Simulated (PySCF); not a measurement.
## Telling isomers of C$_{3}$HF$_{5}$ apart by NMR

[PySCF: J: B3LYP/pcJ-1; geometry from PBE0-D3(BJ)/def2-SVP; shieldings: GIAO PBE0/pcSseg-1; equivalent nuclei averaged; gas phase; no relativistic terms; single conformer]

Scale: $^{1}$H (σ = 31.27 ppm), $^{13}$C (σ = 184.41 ppm) against TMS (reference shieldings calculated alike). Multiplet labels drop J under 1 Hz and among equivalent protons, and merge close values. Unscaled 3J(H,H) run several per cent high. One-bond C–F couplings are unscaled and too large by tens of Hz. Shifts are as computed. Against solution values, carbons near 30 ppm lie about +2 ppm off and those near 130 ppm about +5 ppm (rms about the fit 1.9 ppm; single classes can miss by 10 ppm). Of 1328 compounds with measured shifts, 309 miss one by over three times the rms of a fit or turn the order of signals round; such compounds aren't used in these exercises. Signals without a measured value on file couldn't be tested in this way; 1H shifts scatter by 0.2 ppm about their fit, and single ones miss by 0.5 ppm.

Tabulate the signals of `F/C=C(\F)C(F)(F)F`, `F/C=C(/F)C(F)(F)F` and their relative energies.

Results:


| SMILES | carbon types | δC | δH | E rel. (kcal/mol) |
| --- | --- | --- | --- | --- |
| F/C=C(\F)C(F)(F)F | 2×C 1×CH | 146.9, 145.9, 124.9 | 7.05 (ddq, 1H) | 0.0 |
| F/C=C(/F)C(F)(F)F | 2×C 1×CH | 152.0, 150.6, 124.0 | 7.37 (dd, 1H) | 2.0 |

Energies are electronic energies at PBE0/pcSseg-1 on these geometries, without zero-point or thermal terms, each for the one conformer computed, which needn't be the lowest.
